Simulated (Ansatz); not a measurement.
Ansatz (a first-principles code) input (B3LYP-D3(BJ)/def2-TZVP):

Ansatz 0.2 input:
```yaml
crystal:
  periodic: [false, false, false]
  atoms:
    - {symbol: N, position_ang: [0.77672286, -0.55845679, -0.08206482]}
    - {symbol: C, position_ang: [-0.38504689, -0.00055090, 0.05087890]}
    - {symbol: O, position_ang: [-0.74340448, 1.19507824, 0.03799365]}
    - {symbol: H, position_ang: [1.49299969, 0.16781003, -0.22007873]}
    - {symbol: H, position_ang: [-1.19102030, -0.78813232, 0.20462736]}
basis:
  gaussian:
    orbitals: def2-TZVP
hamiltonian:
  xc: b3lyp
  dispersion: d3bj
total_charge: -1
relax: {f_tol: 0.002, max_steps: 150}
```

End of the output:

```
integrals: 0.02 GiB planned
574 factors; their error is unknown
mean field: 0.25 GiB planned
mean field -4609.06765536 eV, -169.3801121963 hartree, gradient 1.0e-5 eV, S^2 0.000000; 0 other end points of the search recorded, 0 dependent functions left out
the calculation of the forces begins
reference -4609.06784381 eV, -169.3801191217 hartree; 12, 12 occupied and 93, 93 virtual orbitals, 574 factors
relax step   5: F+E_penalty+E_count = -4609.16430678 eV  Δ(F+E_penalty+E_count) = +3.131e-3 eV  max|allowed force component| = 3.310e-1 eV/Å  Δτ_max = 0.0185 Å  (32 SCF iters, rejected (line search))
these checks for a lower state are left out or cut short: starts, cluster_reference, orbital_swaps, neighbouring_geometries, increment
integrals: 0.02 GiB planned
574 factors; their error is unknown
mean field: 0.25 GiB planned
mean field -4609.07117335 eV, -169.3802414801 hartree, gradient 1.1e-5 eV, S^2 0.000000; 0 other end points of the search recorded, 0 dependent functions left out
the calculation of the forces begins
reference -4609.07136193 eV, -169.3802484100 hartree; 12, 12 occupied and 93, 93 virtual orbitals, 574 factors
relax step   6: F+E_penalty+E_count = -4609.16783299 eV  Δ(F+E_penalty+E_count) = -3.950e-4 eV  max|allowed force component| = 7.104e-3 eV/Å  Δτ_max = 0.0040 Å  (33 SCF iters, accepted)
these checks for a lower state are left out or cut short: starts, cluster_reference, orbital_swaps, neighbouring_geometries, increment
integrals: 0.02 GiB planned
574 factors; their error is unknown
mean field: 0.25 GiB planned
mean field -4609.07117298 eV, -169.3802414664 hartree, gradient 1.1e-5 eV, S^2 0.000000; 0 other end points of the search recorded, 0 dependent functions left out
the calculation of the forces begins
reference -4609.07136156 eV, -169.3802483964 hartree; 12, 12 occupied and 93, 93 virtual orbitals, 574 factors
relax step   7: F+E_penalty+E_count = -4609.16783233 eV  Δ(F+E_penalty+E_count) = +6.631e-7 eV  max|allowed force component| = 3.773e-3 eV/Å  Δτ_max = 0.0006 Å  (34 SCF iters, rejected (line search))
these checks for a lower state are left out or cut short: starts, cluster_reference, orbital_swaps, neighbouring_geometries, increment
integrals: 0.02 GiB planned
574 factors; their error is unknown
mean field: 0.25 GiB planned
mean field evaluation 64: about -4609.0712 eV, gradient 1.1e-5 eV
mean field -4609.07117476 eV, -169.3802415319 hartree, gradient 1.1e-5 eV, S^2 0.000000; 0 other end points of the search recorded, 0 dependent functions left out
the calculation of the forces begins
reference -4609.07136334 eV, -169.3802484620 hartree; 12, 12 occupied and 93, 93 virtual orbitals, 574 factors
relax step   8: F+E_penalty+E_count = -4609.16783385 eV  Δ(F+E_penalty+E_count) = -8.600e-7 eV  max|allowed force component| = 2.649e-4 eV/Å  Δτ_max = 0.0002 Å  (34 SCF iters, accepted)
integrals: 0.02 GiB planned
574 factors; their error is unknown
mean field: 0.25 GiB planned
mean field -4609.07117476 eV, -169.3802415319 hartree, gradient 1.1e-5 eV, S^2 0.000000; 1 other end points of the search recorded, 0 dependent functions left out
the calculation of the forces begins
reference -4609.07136334 eV, -169.3802484620 hartree; 12, 12 occupied and 93, 93 virtual orbitals, 574 factors
Total energy: -4609.16802243 eV, -169.3838006179 hartree
Atom 0 at     0.796207    -0.580210    -0.083561 Å, force    -0.000082    -0.000214     0.000031 eV/Å
Atom 1 at    -0.382554    -0.013125     0.051117 Å, force    -0.000157     0.000164     0.000016 eV/Å
Atom 2 at    -0.737212     1.196268     0.037050 Å, force     0.000040    -0.000265     0.000010 eV/Å
Atom 3 at     1.468532     0.185660    -0.217617 Å, force     0.000230     0.000217    -0.000051 eV/Å
Atom 4 at    -1.194722    -0.772846     0.204368 Å, force    -0.000030     0.000098    -0.000006 eV/Å
Dipole moment:    -0.034857     0.028077     0.003389 e Å
```
